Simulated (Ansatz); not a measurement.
Relaxation of CH6FNSiSn (11 atoms, charge 0, multiplicity 1), to a largest force component of 0.015 eV/Å in at most 40 steps.

Level of theory: Ansatz, RKS PBE-D4/def2-SVP.

```xyz
11
Properties=species:S:1:pos:R:3:forces:R:3
C -1.510 1.284 1.087 -2.28 1.13 -2.14
N -1.411 1.223 -0.195 -0.90 0.09 1.00
Sn 0.327 0.572 -1.011 1.40 -1.08 -0.30
F 0.764 -1.303 -0.364 -0.24 0.96 -0.19
Si 0.100 0.471 -3.526 -0.92 -1.11 0.29
H -2.502 1.694 1.477 0.76 -0.38 0.15
H -0.724 1.072 1.757 1.37 -0.56 1.73
H 1.674 1.587 -0.589 0.07 -0.01 0.27
H -0.226 1.780 -4.026 -0.15 1.21 -0.43
H 1.310 -0.061 -4.130 0.82 -0.26 -0.38
H -1.054 -0.437 -3.873 0.07 0.01 0.00
```

Task: Where does it end, and by what steps?

Result: The run converged. After 21 steps the energy has fallen by 0.437 eV; H7 moved furthest, 1.24 Å.

| step | energy less start (eV) | largest force component (eV/Å) | accepted |
| --- | --- | --- | --- |
| 0 | 0.0000 | 2.285 | yes |
| 1 | -0.0173 | 2.718 | yes |
| 2 | -0.2561 | 1.542 | yes |
| 3 | -0.2515 | 1.823 | no |
| 4 | -0.3243 | 0.152 | yes |
| 5 | -0.3344 | 0.062 | yes |
| 6 | -0.3420 | 0.434 | yes |
| 7 | -0.3502 | 0.373 | yes |
| 8 | -0.3647 | 0.662 | yes |
| 9 | -0.3967 | 0.255 | yes |
| 10 | -0.4031 | 0.188 | yes |
| 11 | -0.4255 | 0.221 | yes |
| 12 | -0.4275 | 0.240 | yes |
| 13 | -0.4280 | 0.613 | yes |
| 14 | -0.4181 | 0.706 | no |
| 15 | -0.4343 | 0.185 | yes |
| 16 | -0.4359 | 0.109 | yes |
| 17 | -0.4365 | 0.053 | yes |
| 18 | -0.4358 | 0.062 | no |
| 19 | -0.4369 | 0.016 | yes |
| 20 | -0.4371 | 0.020 | yes |
| 21 | -0.4371 | 0.014 | yes |

```xyz
11
Properties=species:S:1:pos:R:3
C -1.582 1.145 0.904
N -1.008 1.820 -0.016
Sn 0.603 0.899 -1.001
F 0.781 -0.833 -0.053
Si 0.003 0.405 -3.471
H -2.442 1.603 1.452
H -1.303 0.113 1.233
H 2.045 1.785 -0.625
H -0.288 1.706 -4.166
H 1.153 -0.286 -4.149
H -1.214 -0.474 -3.501
```

Whether the end is a true minimum wasn't checked by a vibrational analysis.

Time of the run: 63 s on 2 threads of Arm Neoverse V1, on a shared host, peak memory 0.18 GiB.
